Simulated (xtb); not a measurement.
C₃H₇O (SMILES [CH2]COC), doublet, at a GFN2-xTB geometry; GFN1-xTB in xtb 6.7.1.

The xtb input:
```
$ xtb mol.xyz --gfn 1 --uhf 1 --hess --json

# file mol.xyz
11

O     -0.04888471    -0.67223206     0.06807397
C     -0.05570954     0.72754744    -0.05659302
C      1.22552848    -1.23619647    -0.08169678
C     -1.41454210     1.25589409     0.10965413
H      0.63394195     1.17647237     0.69219054
H      0.36058092     1.02033849    -1.04593889
H      1.10629343    -2.31142651     0.03364220
H      1.64551219    -1.02047035    -1.07312140
H      1.92143774    -0.86287170     0.68131421
H     -2.22288454     0.58182199     0.29733567
H     -1.58546504     2.31052188     0.04179988
```

### Question
What does xtb print? Leave out banner, timings and long lists.

### Answer

```
   ID    Z sym.   atoms
    1    8 O      1
    2    6 C      2-4
    3    1 H      5-11

           -------------------------------------------------
          |                Calculation Setup                |
           -------------------------------------------------

           -------------------------------------------------
          |                 G F N 1 - x T B                 |
           -------------------------------------------------

          ...................................................
          :                      SETUP                      :
          :.................................................:
          :  # basis functions                  30          :
          :  # atomic orbitals                  30          :
          :  # shells                           22          :
          :  # electrons                        25          :
          :  # halogen bonds                     0          :
          :  max. iterations                   250          :
          :  Hamiltonian                  GFN1-xTB          :
          :  restarted?                      false          :
          :  GBSA solvation                  false          :
          :  PC potential                    false          :
          :  electronic temp.          300.0000000     K    :
          :  accuracy                    1.0000000          :
          :  -> integral cutoff          0.2500000E+02      :
          :  -> integral neglect         0.1000000E-07      :
          :  -> SCF convergence          0.1000000E-05 Eh   :
          :  -> wf. convergence          0.2000000E-04 e    :
          :  Broyden damping             0.4000000          :
          :  net charge                          0          :
          :  unpaired electrons                  1          :
          ...................................................

 iter      E             dE          RMSdq      gap      omega  full diag
   1    -14.8304700 -0.148305E+02  0.745E+00    5.33       0.0  T
   2    -14.8710762 -0.406062E-01  0.446E+00    5.51       1.0  T
   3    -14.8716893 -0.613115E-03  0.917E-01    5.72       1.0  T
   4    -14.8727244 -0.103510E-02  0.846E-02    5.69       1.0  T
   5    -14.8727675 -0.430273E-04  0.210E-02    5.66       1.4  T
   6    -14.8727695 -0.205846E-05  0.395E-03    5.65       7.6  T
   7    -14.8727696 -0.479267E-07  0.157E-03    5.65      19.1  T
   8    -14.8727696 -0.157501E-07  0.599E-05    5.65     503.6  T
   9    -14.8727696 -0.138236E-10  0.613E-05    5.65     491.9  T

   *** convergence criteria satisfied after 9 iterations ***

         :::::::::::::::::::::::::::::::::::::::::::::::::::::
         ::                     SUMMARY                     ::
         :::::::::::::::::::::::::::::::::::::::::::::::::::::
         :: total energy             -14.724854953919 Eh    ::
         :: gradient norm              0.010128237667 Eh/a0 ::
         :: HOMO-LUMO gap              5.654935193056 eV    ::
         ::.................................................::
         :: SCC energy               -14.872769594575 Eh    ::
         :: -> electrostatic           0.039687988355 Eh    ::
         :: repulsion energy           0.150540558082 Eh    ::
         :: dispersion energy         -0.002625917426 Eh    ::
         :: halogen bond corr.         0.000000000000 Eh    ::
         :: add. restraining           0.000000000000 Eh    ::
         :: total charge              -0.000000000000 e     ::
         :::::::::::::::::::::::::::::::::::::::::::::::::::::

           -------------------------------------------------
          |                Numerical Hessian                |
           -------------------------------------------------
step length          :   0.00500
SCC accuracy         :   0.30000
Hessian scale factor :   1.00000
frozen atoms in %    :   0.00000    0
RMS gradient         :   0.01013 !! INCOMPLETELY OPTIMIZED GEOMETRY !!
estimated CPU  time      0.01 min

[...]
 writing <g98.out> molden fake output.
 recommended (thermochemical) frequency scaling factor: 1.0
           -------------------------------------------------
          |             Thermodynamic Functions             |
           -------------------------------------------------

cs  symmetry found (for desy threshold:  0.10E+00) used in thermo

          ...................................................
          :                      SETUP                      :
          :.................................................:
          :  # frequencies                          26      :
          :  # imaginary freq.                       1      :
          :  linear?                             false      :
          :  only rotor calc.                    false      :
          :  symmetry                               cs      :
          :  rotational number                       1      :
          :  scaling factor                  1.0000000      :
          :  rotor cutoff                   50.0000000 cm⁻¹ :
          :  imag. cutoff                  -20.0000000 cm⁻¹ :
          :.................................................:

    mode    ω/cm⁻¹     T·S(HO)/kcal·mol⁻¹    T·S(FR)/kcal·mol⁻¹   T·S(vib)
   ------------------------------------------------------------------------
       1     65.31    -1.27902 ( 74.43%)    -0.97651 ( 25.57%)    -1.20168
       2    124.70    -0.90226 ( 97.48%)    -0.78535 (  2.52%)    -0.89931
       3    170.26    -0.72529 ( 99.26%)    -0.69322 (  0.74%)    -0.72505
       4    258.61    -0.49824 ( 99.86%)    -0.56951 (  0.14%)    -0.49834
   ------------------------------------------------------------------------

   temp. (K)  partition function   enthalpy   heat capacity  entropy
                                   cal/mol     cal/K/mol   cal/K/mol   J/K/mol
 298.15  VIB   24.4                 1949.269     11.593     12.616
         ROT  0.365E+05              888.752      2.981     23.858
         INT  0.891E+06             2838.021     14.574     36.474
         TR   0.439E+27             1481.254      4.968     38.132
         TOT                        4319.2754    19.5418    74.6068   312.1548

       T/K    H(0)-H(T)+PV         H(T)/Eh          T*S/Eh         G(T)/Eh
   ------------------------------------------------------------------------
    298.15    0.688320E-02    0.970716E-01    0.354481E-01    0.616235E-01
   ------------------------------------------------------------------------

         :::::::::::::::::::::::::::::::::::::::::::::::::::::
         ::                  THERMODYNAMIC                  ::
         :::::::::::::::::::::::::::::::::::::::::::::::::::::
         :: total free energy         -14.663231461177 Eh   ::
         ::.................................................::
         :: total energy              -14.724854953939 Eh   ::
         :: zero point energy           0.090188376521 Eh   ::
         :: G(RRHO) w/o ZPVE           -0.028564883758 Eh   ::
         :: G(RRHO) contrib.            0.061623492762 Eh   ::
         :::::::::::::::::::::::::::::::::::::::::::::::::::::
imag cut-off (cm-1) :    5.00
 found            1  significant imaginary frequency
 writing imag mode distorted coords to xtbhess.xyz
 for further optimization.

           -------------------------------------------------
          | TOTAL ENERGY              -14.724854953939 Eh   |
          | TOTAL ENTHALPY            -14.627783373923 Eh   |
          | TOTAL FREE ENERGY         -14.663231461177 Eh   |
          | GRADIENT NORM               0.010128200811 Eh/α |
          | HOMO-LUMO GAP               5.654942287418 eV   |
           -------------------------------------------------
########################################################################
[WARNING] Runtime exception occurred
-1- hessian_numhess: Hessian on incompletely optimized geometry!
########################################################################

normal termination of xtb
```
